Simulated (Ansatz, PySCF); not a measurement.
Here is a job for Ansatz (a first-principles code).
Ansatz 0.2 input:
```yaml
crystal:
  periodic: [false, false, false]
  atoms:
    - {symbol: C, position_ang: [0.87358950, 0.23056578, 1.03905851]}
    - {symbol: C, position_ang: [1.00653027, -0.63700799, -0.20517026]}
    - {symbol: Si, position_ang: [-0.79415104, -0.26922189, -0.78421052]}
    - {symbol: C, position_ang: [-0.32092081, 1.09362873, 0.64932921]}
    - {symbol: H, position_ang: [1.78597706, 0.79240566, 1.30870886]}
    - {symbol: H, position_ang: [0.61716901, -0.39661291, 1.90276145]}
    - {symbol: H, position_ang: [1.77312593, -0.24608686, -0.88426003]}
    - {symbol: H, position_ang: [1.29036866, -1.67518887, 0.01645795]}
    - {symbol: H, position_ang: [-1.85756528, -0.97356403, -0.00238474]}
    - {symbol: H, position_ang: [-0.87099019, -1.22873330, -2.01722684]}
    - {symbol: H, position_ang: [0.01757697, 2.06345240, 0.26107420]}
    - {symbol: H, position_ang: [-0.99274117, 1.31031528, 1.49451183]}
basis:
  gaussian:
    orbitals: cc-pVDZ
total_charge: -1
magnetization: {spin_polarized: true, initial_magnetization: 1}
correlation: {method: mp2, electrons: outside_noble_gas}
accuracy: high
```

### Question
Write the same job for PySCF.

### Answer
This is not unique; one that fits is 
```python
from pyscf import gto, scf, mp

mol = gto.Mole()
mol.atom = '''
    C     0.873590    0.230566    1.039059
    C     1.006530   -0.637008   -0.205170
    Si   -0.794151   -0.269222   -0.784211
    C    -0.320921    1.093629    0.649329
    H     1.785977    0.792406    1.308709
    H     0.617169   -0.396613    1.902761
    H     1.773126   -0.246087   -0.884260
    H     1.290369   -1.675189    0.016458
    H    -1.857565   -0.973564   -0.002385
    H    -0.870990   -1.228733   -2.017227
    H     0.017577    2.063452    0.261074
    H    -0.992741    1.310315    1.494512
'''
mol.basis = 'cc-pvdz'
mol.charge = -1
mol.spin = 1
mol.verbose = 3
mol.build()

mf = scf.UHF(mol)
mf.kernel()

pt = mp.MP2(mf, frozen=8)
pt.kernel()
print('E(MP2) = %.10f' % pt.e_tot)
```

Both were run: Ansatz gave -407.626121 Eh and PySCF -407.626121 Eh, 0.000 mEh apart.
